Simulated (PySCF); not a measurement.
# Checking a proposed structure

A compound C₆H₁₄N₂OSi gives the data below (simulated from a calculation) and was assigned the structure `CO[C@@H]1C=NN([SiH](C)C)C1`.

¹³C{¹H} NMR (computed): δ 144.5 (CH), 144.3 (C), 139.0 (CH), 125.6 (CH2), 53.4 (CH3), 17.3 (CH3).

¹H NMR (400 MHz, computed): δ 7.09 (m, 1H), 6.48 (d, 1H), 5.55 (m, 1H), 5.52 (m, 1H), 3.82 (s, 3H), 1.98 (s, 3H), 0.47 (br s, 4H).

- geometry from GFN2-xTB
- shielding tensors at PBE0/pcSseg-1 (GIAO)
- program: PySCF 2.14.0 with density-fitted response routines
- relativity neglected, fast rotation and ring inversion assumed for equivalent nuclei, one computed conformer, gas phase

References, each an isolated molecule treated in the same way: ¹H (σ = 31.72 ppm), ¹³C (σ = 186.93 ppm) vs TMS.

(1) Compare with the shifts computed for the proposed structure, pairing carbons in order of shift.

(2) Which isomer fits?

Results:

(1) Structure with atom numbers: `[CH3:1][O:2][C@@H:3]1[CH:4]=[N:5][N:6]([SiH:7]([CH3:8])[CH3:9])[CH2:10]1`; H(Xn) means a hydrogen on atom n.

| atom | computed for proposal | given list | difference |
| --- | --- | --- | --- |
| C4 | 137.5 | 144.5 | -7.0 |
| C3 | 90.1 | 144.3 | -54.2 |
| C1 | 58.9 | 139.0 | -80.1 |
| C10 | 53.2 | 125.6 | -72.4 |
| C8 | -1.6 | 53.4 | -55.0 |
| C9 | -3.4 | 17.3 | -20.7 |

The rms difference is 54.9 ppm and the largest -80.1 ppm at C1 (methyl carbon bonded to O). The carbon types in order of shift don't match either: CH, CH, CH3, CH2, CH3, CH3 for the proposal against CH, C, CH, CH2, CH3, CH3 in the data. The proposal doesn't fit.

(2) `C=C/C=C(\C)[Si](N)(N)OC`.

1. Carbon types of the structure: 1 × C, 2 × CH, 1 × CH2, 2 × CH3, leaving 4 H on heteroatoms.
2. δC 144.5, 139.0: alkene CH; as expected for a trigonal carbon in a double bond.
3. δC 144.3: fully substituted alkene carbon; the olefinic region.
4. δC 125.6: terminal =CH2 carbon; the olefinic region.
5. δH 5.55, 5.52: hydrogen on a terminal =CH2 carbon; a vinylic proton, deshielded by the sp2 carbon and the C=C anisotropy.

The shifts were computed for this structure.

OH and NH positions are those of a molecule without intermolecular hydrogen bonds; in solution they move with solvent, concentration and temperature, and exchange usually removes their couplings. Shifts are as computed. Against solution values, carbons near 30 ppm lie about +3 ppm off and those near 130 ppm about +5 ppm. Of 1211 compounds with measured shifts, 218 miss one by over three times the rms of a fit or turn the order of signals round; such compounds aren't used in these exercises. Multiplicities follow the n + 1 count of equivalent neighbours, as no J values were calculated; m marks all less simple cases, F and P coupling included.
